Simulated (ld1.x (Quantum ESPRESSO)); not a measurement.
**platinum: one change to a TM semilocal potential, before and after**

```json
{
 "Element": "Pt (Z = 78)",
 "Generator": "ld1.x (Quantum ESPRESSO) 7.5",
 "Type": "norm-conserving Troullier–Martins (semilocal form)",
 "Functional": "LDA (PZ)",
 "Relativity": "scalar-relativistic",
 "Frozen core": "[Kr] 4d10 4f14 5s2",
 "Valence charge": "16",
 "Reference configuration": "5p6 5d7 6s0 6p0 (charge +3)",
 "Partial waves": "6s (bound, empty): rc 2.25 bohr; 5d (bound): rc 1.75 bohr; 5p (bound): rc 1.20 bohr",
 "Local potential": "the p channel",
 "Core correction": "a·sin(br)/r model core inside 0.80 bohr"
}
```

Change: wave 5d (bound): rc 1.75 bohr becomes 5d (bound): rc 1.62 bohr.

Cutoffs: the cutoffs (Ry, on a coarse ladder) from which the occupation-weighted sum of valence levels, in a spherical-Bessel basis at the reference potential, stays within 10 and 1 mRy of its value at 400 Ry; they do not see the model core or the augmentation charge, which bear on the density cutoff. Errors are all-electron minus pseudo energies relative to the spin-unpolarised reference configuration.

Question: How do hardness, ghosts and transferability respond?

Answer: The potential gets neither clearly harder nor softer (120 Ry and 200 Ry → 120 Ry and 200 Ry); of the 9 tests that both files solve, the error grows in 2 and shrinks in 1 by more than 15 % and 0.3 meV (median size 32.5 → 31.5 meV); neither file shows a bound ghost. A semilocal file is local in each channel, so a ghost entry of none says nothing of the separable form that plane-wave codes build from it.

```csv
quantity,base,changed
"cutoff, loose",120 Ry,120 Ry
"cutoff, tight",200 Ry,200 Ry
bound ghosts,none,none
"error for 5p6 5d9 6s1 6p0, meV [ΔE -62.32 eV]",+56,+55
"error for 5p6 5d9 6s0 6p0, meV [ΔE -52.77 eV]",+0.9,0.0
"error for 5p6 5d8 6s0 6p0, meV [ΔE -32.51 eV]",+3.1,+2.9
"error for 5p6 5d9 6s0.5 6p0, meV [ΔE -58.46 eV]",+33,+31
"error for 5p6 5d8 6s1 6p1, meV [ΔE -55.72 eV]",+72,+72
"error for 5p6 5d10 6s0 6p0, meV [ΔE -62.26 eV]",+0.1,-1.7
"error for 5p6 5d8 6s2 6p0, meV [ΔE -61.39 eV]",+63,+63
"error for 5p6 5d7 6s0 6p0 (spin-polarised), meV [ΔE -1.39 eV]",+12,+14
"error for 5p6 5d9 6s1 6p0 (spin-polarised), meV [ΔE -62.69 eV]",+66,+65
s: phases at 2.46 bohr within 0.05 rad from the reference energy up to (Ry; the scan ends near 5),1.4,1.4
p: phases at 2.46 bohr within 0.05 rad from the reference energy up to (Ry; the scan ends near 5),-1.6,-1.6
d: phases at 2.46 bohr within 0.05 rad from the reference energy up to (Ry; the scan ends near 5),0.6,0.7
```
